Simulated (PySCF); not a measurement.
## Stretching BiAs

Set-up: Bi def2-SVP with ECP60, As def2-SVP; scalar-relativistic core potentials (PySCF 2.14). Energies in eV from Bi + As in their ground configurations at the same level. State: ¹Σ⁺ (singlet), closed shell.

```json
{"R (Å)": "2.051", "r²SCAN": "-0.937"}
{"R (Å)": "2.147", "r²SCAN": "-1.932"}
{"R (Å)": "2.242", "r²SCAN": "-2.473"}
{"R (Å)": "2.313", "r²SCAN": "-2.662"}
{"R (Å)": "2.385", "r²SCAN": "-2.713"}
{"R (Å)": "2.457", "r²SCAN": "-2.660"}
{"R (Å)": "2.552", "r²SCAN": "-2.471"}
{"R (Å)": "2.671", "r²SCAN": "-2.108"}
{"R (Å)": "2.814", "r²SCAN": "-1.572"}
{"R (Å)": "3.005", "r²SCAN": "-0.797"}
```

Q: Put a parabola through the three lowest points of the r²SCAN curve and estimate Re, k and ωe (reduced mass 55.15 u; 1 eV/Å² = 0.16022 mdyn/Å; ωe = 1302.8·√(k/μ) cm⁻¹).

A: Through R = 2.313, 2.385, 2.457 Å the second-order coefficient is 10.0 eV/Å², so Re ≈ 2.384 Å, k ≈ 3.21 mdyn/Å and ωe ≈ 315 cm⁻¹. A polynomial fit of higher order to the unrounded r²SCAN energies gives Re = 2.381 Å, k = 3.31 mdyn/Å, ωe = 319 cm⁻¹; anharmonicity and rounding make the difference.

The higher-order fit for each curve: r²SCAN: Re = 2.381 Å, ωe = 319 cm⁻¹, De = 2.71 eV.

These are scalar-relativistic numbers at best; spin–orbit coupling would shift them, the dissociation energy most.
